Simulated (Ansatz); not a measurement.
Born–Oppenheimer molecular dynamics of C$_{2}$H$_{6}$LiN (10 atoms, charge 0, multiplicity 1). It starts at the highest image of a converged band, a first-order saddle point between two minima.

These are results of Ansatz, RKS BLYP-D4/def2-SVP, not measurements.

- ensemble: NVE (velocity Verlet)
- time step: 0.5 fs
- steps asked: 200
- starting velocities drawn for: 100 K
- seed: 8108

Frames 1 fs apart, positions in Å, forces in eV/Å.

Velocities at 85.0 fs (Å/ps):

```
Li 6.46 12.58 -12.69
N -0.38 -13.05 13.95
C -1.86 7.62 -6.06
C -8.79 -3.39 5.62
H -6.93 3.23 4.46
H 2.96 10.96 -9.11
H -9.48 19.94 -23.70
H 97.92 20.89 -69.63
H 8.01 -8.93 -71.41
H -4.76 -1.72 68.22
```

```xyz
10
Properties=species:S:1:pos:R:3:forces:R:3 time_fs=85.0 energy_less_start_eV=-1.801 T=1833
Li -1.879 -0.971 -0.955 0.00 0.04 0.13
N -0.501 -0.322 -0.083 0.39 -0.59 0.26
C -0.010 0.885 -0.709 0.15 0.13 0.13
C 0.359 -0.791 1.021 -0.04 2.39 0.65
H -0.730 1.316 -1.449 -0.20 -0.04 0.06
H 0.212 1.704 0.040 -0.07 -0.07 -0.13
H 0.926 0.762 -1.294 0.50 0.00 -0.18
H -0.363 -1.114 1.859 1.07 0.44 -0.23
H 1.155 0.268 1.384 -1.86 -2.76 -0.36
H 1.038 -1.681 0.867 0.07 0.46 -0.32
10
Properties=species:S:1:pos:R:3:forces:R:3 time_fs=86.0 energy_less_start_eV=-1.714 T=1745
Li -1.873 -0.959 -0.968 -0.01 0.04 0.13
N -0.501 -0.335 -0.069 0.28 -0.06 -0.50
C -0.012 0.892 -0.715 0.13 -0.35 0.42
C 0.351 -0.793 1.026 3.00 3.62 -2.21
H -0.738 1.319 -1.444 -0.33 -0.03 0.00
H 0.215 1.715 0.030 -0.09 -0.14 -0.13
H 0.918 0.782 -1.318 0.38 -0.09 -0.07
H -0.263 -1.092 1.792 -1.80 -0.47 3.10
H 1.154 0.246 1.311 -1.88 -2.72 0.05
H 1.034 -1.681 0.933 0.31 0.20 -0.79
10
Properties=species:S:1:pos:R:3:forces:R:3 time_fs=87.0 energy_less_start_eV=-1.251 T=1315
Li -1.866 -0.946 -0.980 0.00 0.05 0.14
N -0.501 -0.349 -0.055 0.05 0.34 -1.22
C -0.013 0.900 -0.721 0.17 -0.76 0.58
C 0.345 -0.793 1.030 6.41 5.06 -6.22
H -0.749 1.322 -1.439 -0.39 -0.04 -0.01
H 0.217 1.724 0.019 -0.11 -0.18 -0.10
H 0.915 0.801 -1.343 0.18 -0.15 0.10
H -0.180 -1.075 1.755 -5.07 -1.79 7.47
H 1.135 0.198 1.239 -1.72 -2.44 0.48
H 1.032 -1.679 0.992 0.47 -0.08 -1.20
10
Properties=species:S:1:pos:R:3:forces:R:3 time_fs=88.0 energy_less_start_eV=-1.370 T=1424
Li -1.860 -0.933 -0.992 0.00 0.05 0.14
N -0.501 -0.362 -0.042 -0.26 0.64 -1.91
C -0.015 0.906 -0.726 0.19 -1.07 0.59
C 0.344 -0.788 1.029 5.88 4.09 -5.77
H -0.764 1.324 -1.435 -0.37 -0.08 0.02
H 0.217 1.731 0.007 -0.11 -0.16 -0.05
H 0.913 0.819 -1.368 -0.05 -0.21 0.26
H -0.144 -1.073 1.787 -4.69 -1.45 7.26
H 1.100 0.127 1.171 -1.05 -1.54 0.93
H 1.036 -1.677 1.039 0.44 -0.27 -1.48
10
Properties=species:S:1:pos:R:3:forces:R:3 time_fs=89.0 energy_less_start_eV=-1.814 T=1835
Li -1.853 -0.920 -1.004 0.01 0.04 0.14
N -0.502 -0.374 -0.031 -0.57 0.87 -2.49
C -0.017 0.912 -0.731 0.15 -1.26 0.51
C 0.347 -0.781 1.024 1.98 0.37 -1.19
H -0.782 1.326 -1.430 -0.27 -0.13 0.09
H 0.217 1.737 -0.005 -0.10 -0.11 0.04
H 0.911 0.834 -1.389 -0.25 -0.25 0.40
H -0.151 -1.085 1.885 -1.76 0.26 2.71
H 1.056 0.042 1.113 0.64 0.54 1.40
H 1.043 -1.678 1.072 0.18 -0.31 -1.61
10
Properties=species:S:1:pos:R:3:forces:R:3 time_fs=90.0 energy_less_start_eV=-1.520 T=1560
Li -1.847 -0.908 -1.016 0.00 0.04 0.14
N -0.502 -0.386 -0.021 -0.74 1.02 -2.83
C -0.018 0.917 -0.735 0.00 -1.36 0.40
C 0.352 -0.773 1.017 -2.09 -4.07 1.94
H -0.803 1.326 -1.424 -0.12 -0.20 0.18
H 0.216 1.742 -0.017 -0.09 -0.06 0.13
H 0.906 0.847 -1.407 -0.38 -0.30 0.48
H -0.175 -1.095 2.010 0.15 1.28 -0.63
H 1.018 -0.038 1.067 3.52 3.86 1.76
H 1.052 -1.682 1.090 -0.25 -0.22 -1.57
10
Properties=species:S:1:pos:R:3:forces:R:3 time_fs=91.0 energy_less_start_eV=-0.957 T=1032
Li -1.841 -0.895 -1.028 -0.02 0.02 0.13
N -0.503 -0.398 -0.013 -0.72 1.16 -2.89
C -0.019 0.921 -0.739 -0.25 -1.39 0.32
C 0.355 -0.768 1.012 -4.19 -6.47 3.13
H -0.825 1.325 -1.417 0.03 -0.24 0.24
H 0.213 1.747 -0.028 -0.08 -0.02 0.22
H 0.898 0.858 -1.421 -0.42 -0.35 0.49
H -0.199 -1.093 2.130 0.88 1.51 -2.01
H 1.014 -0.081 1.039 5.45 5.87 1.79
H 1.058 -1.688 1.093 -0.67 -0.08 -1.41
10
Properties=species:S:1:pos:R:3:forces:R:3 time_fs=92.0 energy_less_start_eV=-0.946 T=1012
Li -1.834 -0.882 -1.039 -0.05 0.01 0.11
N -0.505 -0.408 -0.007 -0.54 1.33 -2.78
C -0.021 0.924 -0.743 -0.60 -1.39 0.34
C 0.356 -0.768 1.010 -2.27 -4.62 3.36
H -0.847 1.321 -1.407 0.16 -0.25 0.26
H 0.210 1.751 -0.037 -0.08 -0.02 0.28
H 0.885 0.864 -1.429 -0.35 -0.40 0.43
H -0.214 -1.077 2.232 1.01 1.35 -2.35
H 1.059 -0.070 1.027 3.70 3.98 1.54
H 1.059 -1.695 1.082 -0.97 0.03 -1.19
10
Properties=species:S:1:pos:R:3:forces:R:3 time_fs=93.0 energy_less_start_eV=-1.076 T=1133
Li -1.828 -0.869 -1.051 -0.07 -0.01 0.11
N -0.507 -0.417 -0.003 -0.26 1.53 -2.56
C -0.023 0.925 -0.747 -0.98 -1.37 0.48
C 0.354 -0.772 1.010 0.78 -1.57 3.41
H -0.867 1.315 -1.395 0.23 -0.23 0.22
H 0.207 1.755 -0.043 -0.09 -0.07 0.30
H 0.870 0.868 -1.434 -0.18 -0.45 0.29
H -0.221 -1.048 2.311 1.06 1.14 -2.59
H 1.139 -0.022 1.030 0.61 0.90 1.25
H 1.050 -1.702 1.060 -1.11 0.12 -0.92
10
Properties=species:S:1:pos:R:3:forces:R:3 time_fs=94.0 energy_less_start_eV=-0.978 T=1043
Li -1.821 -0.856 -1.062 -0.08 -0.02 0.11
N -0.509 -0.426 -0.001 0.07 1.74 -2.25
C -0.025 0.926 -0.750 -1.33 -1.36 0.75
C 0.353 -0.777 1.013 2.39 0.37 3.37
H -0.885 1.306 -1.381 0.24 -0.18 0.13
H 0.202 1.758 -0.046 -0.09 -0.15 0.28
H 0.853 0.866 -1.435 0.05 -0.48 0.11
H -0.216 -1.008 2.365 1.10 0.93 -2.81
H 1.226 0.035 1.045 -1.32 -0.98 0.94
H 1.031 -1.708 1.029 -1.03 0.12 -0.63
10
Properties=species:S:1:pos:R:3:forces:R:3 time_fs=95.0 energy_less_start_eV=-0.815 T=888
Li -1.815 -0.843 -1.073 -0.09 -0.02 0.10
N -0.511 -0.433 -0.001 0.39 1.92 -1.91
C -0.029 0.925 -0.752 -1.59 -1.37 1.08
C 0.354 -0.782 1.019 2.71 1.44 3.19
H -0.901 1.296 -1.365 0.21 -0.10 0.01
H 0.197 1.760 -0.047 -0.10 -0.24 0.22
H 0.836 0.861 -1.436 0.28 -0.48 -0.08
H -0.202 -0.959 2.393 1.11 0.70 -2.94
H 1.301 0.084 1.069 -2.16 -1.83 0.66
H 1.001 -1.712 0.993 -0.76 -0.02 -0.34
10
Properties=species:S:1:pos:R:3:forces:R:3 time_fs=96.0 energy_less_start_eV=-0.751 T=828
Li -1.809 -0.830 -1.083 -0.09 -0.02 0.10
N -0.513 -0.439 -0.001 0.64 2.06 -1.58
C -0.034 0.923 -0.754 -1.69 -1.42 1.38
C 0.357 -0.786 1.027 2.38 2.13 2.96
H -0.915 1.285 -1.350 0.13 -0.01 -0.12
H 0.190 1.759 -0.045 -0.09 -0.31 0.15
H 0.822 0.851 -1.438 0.43 -0.44 -0.20
H -0.177 -0.904 2.393 1.09 0.46 -3.00
H 1.355 0.115 1.099 -2.44 -2.16 0.39
H 0.965 -1.716 0.953 -0.36 -0.29 -0.07
```

Of the whole run (100 fs, mean temperature of the second half 1404 K): The conserved energy stayed within 2 meV per atom of its start (net change -1.2 meV per atom), so the integration is sound. The system heated up, since it started high on the potential surface and ran downhill. A run of 0.1 ps of so small a system gives no equilibrium averages. The orbitals stay closed-shell, which can raise the energy where a bond breaks towards radicals; this wasn't checked here.

Run time: 5.2 min on 2 threads of Arm Neoverse V1 (shared host), peak memory 0.12 GiB.
